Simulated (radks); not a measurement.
The numbers below are computed, except where a source is named.
Q: Species: Ca V. Configuration: [Ne] 3s2 3p4. Code: a radial shooting solver on a logarithmic mesh with Libxc functionals. Model: non-relativistic Kohn-Sham, TPSS, spin-polarised, spherical densities, point nucleus; open shells are filled with parallel spins first; meta-GGA in the generalised Kohn-Sham scheme. Some entries of the table are withheld. Estimate them.

| orbital | occ. | eigenvalue (hartree) | r(max) (bohr) |
|---|---|---|---|
| 1s up | 1 | -146.9509 | 0.05081 |
| 1s down | 1 | -146.9248 | 0.05081 |
| 2s up | 1 | -17.29587 | (1) |
| 2s down | 1 | -17.27737 | (2) |
| 2p up | 3 | -14.45937 | 0.2466 |
| 2p down | 3 | -14.42913 | 0.2469 |
| 3s up | 1 | -3.64459 | 0.9704 |
| 3s down | 1 | -3.50863 | 0.9723 |
| 3p up | 3 | -2.90425 | 1.001 |
| 3p down | 1 | -2.77630 | 1.006 |

A: 
(1) 2s up r(max) (bohr): 0.3012
(2) 2s down r(max) (bohr): 0.3013
